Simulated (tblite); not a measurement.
C4H11SSi (doublet state).
Numbering: `[CH3:1][SiH2:2][CH2:3][CH2:4][CH2:5][S:6]` (hydrogens: H7, H8, H9 on C1; H10, H11 on Si2; H12, H13 on C3; H14, H15 on C4; H16, H17 on C5)

Computed with GFN2-xTB (tblite), gas phase: L-BFGS steps from a force-field or distance-geometry start until the largest atomic force falls under 0.01 eV/Å.

Step 7: E = -519.7137 eV
```
atom  x, y, z in Å  |  force x, y, z in eV/Å
C1      2.3539    0.9588   -0.1982    0.029   0.042   0.011
Si2     1.4700   -0.5398   -0.9434    0.059  -0.054  -0.039
C3     -0.1431   -0.8946    0.0084   -0.082  -0.006   0.032
C4     -1.1372    0.2591    0.0275   -0.021  -0.011   0.015
C5     -2.3960   -0.1364    0.7969   -0.046   0.064  -0.004
S6     -3.5759    1.2173    0.8535   -0.049   0.009   0.020
H7      3.2955    1.1263   -0.7116    0.020   0.046   0.015
H8      2.5774    0.8134    0.8555   -0.013   0.006  -0.006
H9      1.7631    1.8657   -0.2907    0.009   0.006   0.004
H10     1.1709   -0.2975   -2.3603   -0.029   0.001   0.015
H11     2.3311   -1.7248   -0.8134   -0.035   0.005  -0.017
H12    -0.6281   -1.7664   -0.4343    0.002  -0.016   0.007
H13     0.0902   -1.1637    1.0406    0.036  -0.027  -0.006
H14    -0.7006    1.1380    0.5076    0.038  -0.043  -0.023
H15    -1.4233    0.5408   -0.9882    0.050  -0.025  -0.007
H16    -2.8974   -0.9832    0.3236    0.021   0.001  -0.006
H17    -2.1574   -0.4009    1.8292    0.011   0.001  -0.009
```

Step 8: E = -519.7147 eV
```
atom  x, y, z in Å  |  force x, y, z in eV/Å
C1      2.3548    0.9601   -0.1983    0.017   0.015  -0.002
Si2     1.4719   -0.5405   -0.9446    0.021  -0.036  -0.010
C3     -0.1431   -0.8963    0.0085   -0.062   0.012   0.022
C4     -1.1365    0.2583    0.0273   -0.043  -0.002   0.019
C5     -2.3973   -0.1355    0.7971   -0.036   0.064  -0.009
S6     -3.5806    1.2185    0.8554   -0.003  -0.033   0.012
H7      3.2967    1.1294   -0.7101    0.026   0.041   0.007
H8      2.5770    0.8143    0.8550   -0.009   0.001   0.009
H9      1.7641    1.8666   -0.2901   -0.004   0.012  -0.002
H10     1.1686   -0.2972   -2.3607   -0.022   0.000   0.018
H11     2.3303   -1.7270   -0.8138   -0.029   0.008  -0.019
H12    -0.6297   -1.7675   -0.4334    0.010  -0.020   0.003
H13     0.0911   -1.1649    1.0406    0.034  -0.027  -0.006
H14    -0.6983    1.1366    0.5077    0.029  -0.046  -0.031
H15    -1.4212    0.5391   -0.9897    0.049  -0.023   0.015
H16    -2.8979   -0.9828    0.3214    0.032   0.031   0.026
H17    -2.1569   -0.3990    1.8306   -0.010   0.003  -0.052
```

Step 9: E = -519.7155 eV
```
atom  x, y, z in Å  |  force x, y, z in eV/Å
C1      2.3559    0.9614   -0.1986    0.004  -0.010  -0.013
Si2     1.4737   -0.5416   -0.9458   -0.027   0.000   0.023
C3     -0.1441   -0.8976    0.0089   -0.021   0.013   0.008
C4     -1.1367    0.2575    0.0275   -0.039   0.002   0.014
C5     -2.3991   -0.1336    0.7972   -0.015   0.046  -0.012
S6     -3.5848    1.2190    0.8573    0.019  -0.047   0.006
H7      3.2982    1.1329   -0.7087    0.025   0.033   0.004
H8      2.5765    0.8152    0.8549   -0.005  -0.003   0.015
H9      1.7648    1.8678   -0.2897   -0.012   0.010  -0.008
H10     1.1662   -0.2970   -2.3607   -0.016  -0.002   0.017
H11     2.3292   -1.7290   -0.8146   -0.017   0.000  -0.019
H12    -0.6309   -1.7689   -0.4326    0.014  -0.019   0.002
H13     0.0926   -1.1665    1.0404    0.026  -0.024  -0.006
H14    -0.6957    1.1345    0.5072    0.021  -0.034  -0.028
H15    -1.4185    0.5371   -0.9907    0.038  -0.017   0.022
H16    -2.8978   -0.9819    0.3199    0.029   0.046   0.043
H17    -2.1567   -0.3973    1.8308   -0.024   0.006  -0.070
```

Step 10: E = -519.7162 eV
```
atom  x, y, z in Å  |  force x, y, z in eV/Å
C1      2.3569    0.9625   -0.1990   -0.005  -0.021  -0.014
Si2     1.4746   -0.5425   -0.9463   -0.059   0.031   0.044
C3     -0.1453   -0.8986    0.0093    0.016   0.002  -0.002
C4     -1.1375    0.2568    0.0279   -0.011   0.001   0.003
C5     -2.4008   -0.1311    0.7969    0.009   0.020  -0.014
S6     -3.5881    1.2186    0.8590    0.019  -0.035   0.001
H7      3.3000    1.1366   -0.7073    0.015   0.022   0.004
H8      2.5760    0.8159    0.8549   -0.004  -0.004   0.011
H9      1.7653    1.8688   -0.2894   -0.013   0.001  -0.011
H10     1.1639   -0.2968   -2.3603   -0.012  -0.002   0.017
H11     2.3279   -1.7307   -0.8156   -0.009  -0.005  -0.018
H12    -0.6317   -1.7704   -0.4318    0.015  -0.015   0.001
H13     0.0943   -1.1684    1.0401    0.015  -0.018  -0.005
H14    -0.6931    1.1321    0.5062    0.016  -0.013  -0.017
H15    -1.4154    0.5352   -0.9913    0.021  -0.007   0.015
H16    -2.8972   -0.9803    0.3195    0.015   0.039   0.041
H17    -2.1569   -0.3957    1.8298   -0.028   0.005  -0.057
```

Task: Estimate the geometry and energy of step 11. (The exact step hangs on the optimiser's Hessian estimate; all steps are aligned on step 10, rigid shifts and turns removed.)

Result: E = -519.7166 eV, largest force 0.078 eV/Å
```
atom  x, y, z in Å  |  force x, y, z in eV/Å
C1      2.3575    0.9629   -0.1994   -0.007  -0.015  -0.007
Si2     1.4743   -0.5427   -0.9460   -0.055   0.038   0.041
C3     -0.1460   -0.8992    0.0098    0.029  -0.011  -0.003
C4     -1.1381    0.2563    0.0283    0.019  -0.001  -0.007
C5     -2.4018   -0.1289    0.7965    0.024   0.001  -0.014
S6     -3.5900    1.2177    0.8602    0.006  -0.011  -0.003
H7      3.3015    1.1394   -0.7063    0.002   0.009   0.006
H8      2.5756    0.8163    0.8551   -0.003  -0.004   0.002
H9      1.7654    1.8694   -0.2894   -0.010  -0.009  -0.012
H10     1.1621   -0.2968   -2.3597   -0.010  -0.002   0.017
H11     2.3268   -1.7318   -0.8166   -0.010   0.000  -0.016
H12    -0.6318   -1.7717   -0.4312    0.015  -0.010   0.001
H13     0.0958   -1.1699    1.0398    0.006  -0.013  -0.001
H14    -0.6910    1.1303    0.5053    0.013   0.006  -0.005
H15    -1.4130    0.5338   -0.9914    0.007   0.000   0.002
H16    -2.8966   -0.9785    0.3199   -0.003   0.019   0.025
H17    -2.1576   -0.3945    1.8281   -0.022   0.002  -0.026
```

The energy changes by -0.0004 eV. The first-order estimate −F·Δx gives -0.0006 eV and the mean of the old and new forces, exact on a quadratic surface, -0.0004 eV. The step makes an angle of 58° with the force vector and moves no atom by more than 0.003 Å.

The cost below is that of the whole relaxation. On one thread of an Arm Neoverse V1, shared host with 32 logical CPUs at a one-minute load of 27, this took 0.27 s wall.
